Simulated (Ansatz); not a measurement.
```yaml
crystal:
  periodic: [false, false, false]
  atoms:
    - {symbol: O, position_ang: [-1.097738, -1.169723, 0.094843]}
    - {symbol: V, position_ang: [-0.215363, 0.104026, 0.065650]}
    - {symbol: O, position_ang: [1.100780, -0.080277, 1.203747]}
    - {symbol: O, position_ang: [0.421097, 0.327490, -1.548802]}
    - {symbol: Cl, position_ang: [-1.442290, 1.795092, 0.619141]}
    - {symbol: H, position_ang: [1.153388, -0.825878, 1.809309]}
    - {symbol: H, position_ang: [0.141325, -0.218730, -2.289589]}
basis:
  gaussian: {orbitals: 6-31G}
hamiltonian: {xc: {name: PBE-QIDH}}
output: {forces: true}
```

```sh
$ ansatz run in.yaml --threads 4 --pin off --events-out ev --progress --plain --max-ram 10444MiB
```

It prints (some lines left out):

```
Functional definition: PBE-QIDH
828 factors; integrals over basis functions are off by at most 4.5e-4 eV
mean field evaluation 1: about -44323.9589 eV, gradient 9.6e1 eV
mean field evaluation 2: about -44323.9646 eV, gradient 9.6e1 eV
mean field evaluation 4: about -44338.7001 eV, gradient 6.0e1 eV
mean field evaluation 8: about -44344.4299 eV, gradient 4.0e-1 eV
mean field evaluation 16: about -44344.4289 eV, gradient 3.0e-3 eV
mean field -44344.42891490 eV, -1629.6277048890 hartree, gradient 8.3e-6 eV, S^2 0.000000; 2 other end points of the search recorded, 0 dependent functions left out
13 core orbitals not correlated: weight in the atoms' cores, before any rotation towards them, 1.000 or more for the frozen orbitals, at most 0.000 for the correlated occupied ones
reference -44344.42893964 eV, -1629.6277057983 hartree; 20, 20 occupied and 40, 40 virtual orbitals, 828 factors
second order -29.31315194 eV of doubles, -0.00000000 eV of singles
Total energy: -44354.19999029 eV, -1629.9867852865 hartree
Atom 0 at    -1.097738    -1.169723     0.094843 Å, force    -2.001407    -2.992198     0.050952 eV/Å
Atom 1 at    -0.215363     0.104026     0.065650 Å, force     2.061015     2.973462    -0.068543 eV/Å
Atom 2 at     1.100780    -0.080277     1.203747 Å, force     0.096851    -0.248133     0.263886 eV/Å
Atom 3 at     0.421097     0.327490    -1.548802 Å, force    -0.051144    -0.159417    -0.335435 eV/Å
Atom 4 at    -1.442290     1.795092     0.619141 Å, force    -0.658440     0.727322     0.270334 eV/Å
Atom 5 at     1.153388    -0.825878     1.809309 Å, force     0.418242    -0.235526     0.483137 eV/Å
Atom 6 at     0.141325    -0.218730    -2.289589 Å, force     0.134883    -0.065511    -0.664330 eV/Å
Dipole moment:     0.185602    -0.756825    -0.157928 e Å
```

Run time 4.7 s (4 threads of an Arm Neoverse V1 on a shared host); peak host memory 0.21 GiB.
